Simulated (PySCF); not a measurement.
Two species compared at the same levels of theory.

First species: C7H5F5O2.
Bonds: O1–C2 (double), C2–C3, C3–C4, C4–C5, C5–C6, C6–F7, C6–F8, C5–C9 (double), C9–O10, O10–C11, C11–F12, C11–F13, C11–F14, C2–C9. Hydrogens: H15, H16 on C3; H17, H18 on C4; H19 on C6.

Second species: C6H3F2N3.
SMILES: `N#CC1=NC(C(F)F)=CN=C1`

Levels: B3LYP/def2-SVPD for dipole moment, HOMO energy, LUMO energy, HOMO–LUMO gap, static isotropic polarisability and electronic spatial extent ⟨r²⟩ about the centre of nuclear charge; TDDFT B3LYP/def2-SVPD for lowest singlet excitation; PBE0-D3(BJ)/def2-SVP for rotational constant A and rotational constant C. Geometries: PBE0-D3(BJ)/def2-SVP. Each structure is a single optimised conformer of the isolated species, non-relativistic unless stated. Electronic properties by PySCF.

The conformers computed, where there is a choice (atom-mapped SMILES and torsion angles):
- `[O:1]=[C:2]1[CH2:3][CH2:4][C:5]([CH:6]([F:7])[F:8])=[C:9]1[O:10][C:11]([F:12])([F:13])[F:14]`: C4–C5–C6–F7 59°, C5–C9–O10–C11 179°, C9–O10–C11–F12 -179°
- `[N:1]#[C:2][c:3]1[cH:4][n:5][cH:6][c:7]([CH:8]([F:9])[F:10])[n:11]1`: C6–C7–C8–F9 59°

Values for the first species:

* Dipole moment: 2.50 D
* HOMO energy: -7.78 eV
* LUMO energy: -2.54 eV
* HOMO–LUMO gap: 5.24 eV
* Lowest singlet excitation: 3.74 eV
* Static isotropic polarisability: 93.6 au
* Electronic spatial extent ⟨r²⟩ about the centre of nuclear charge: 2795 bohr²
* Rotational constant A: 1.018 GHz
* Rotational constant C: 0.369 GHz

(1) Estimate the same properties for the second species, and the change in each.

Answers

(1) 
```json
{"property": "dipole moment", "first": "2.50 D", "second": "2.17 D", "second less first": "-0.33 D"}
{"property": "HOMO energy", "first": "-7.78 eV", "second": "-8.23 eV", "second less first": "-0.45 eV"}
{"property": "LUMO energy", "first": "-2.54 eV", "second": "-3.10 eV", "second less first": "-0.56 eV"}
{"property": "HOMO–LUMO gap", "first": "5.24 eV", "second": "5.13 eV", "second less first": "-0.11 eV"}
{"property": "lowest singlet excitation", "first": "3.74 eV", "second": "3.84 eV", "second less first": "+0.10 eV"}
{"property": "static isotropic polarisability", "first": "93.6 au", "second": "89.6 au", "second less first": "-4.0 au"}
{"property": "electronic spatial extent ⟨r²⟩ about the centre of nuclear charge", "first": "2795 bohr²", "second": "1822 bohr²", "second less first": "-973 bohr²"}
{"property": "rotational constant A", "first": "1.018 GHz", "second": "2.342 GHz", "second less first": "+1.324 GHz"}
{"property": "rotational constant C", "first": "0.369 GHz", "second": "0.571 GHz", "second less first": "+0.202 GHz"}
```

On the first: No computed singlet falls in the visible range (750 to 380 nm, 1.65 to 3.26 eV); S1 lies 0.48 eV above its blue end. The principal polarisabilities are 68.1, 95.0 and 117.7 au; their mean is the isotropic value.

On the second: The 6 singlets span 3.84 to 5.84 eV, and their oscillator strengths add up to 0.34. In atomic units the dipole is 0.86 e·bohr (1 au = 2.5417 D).
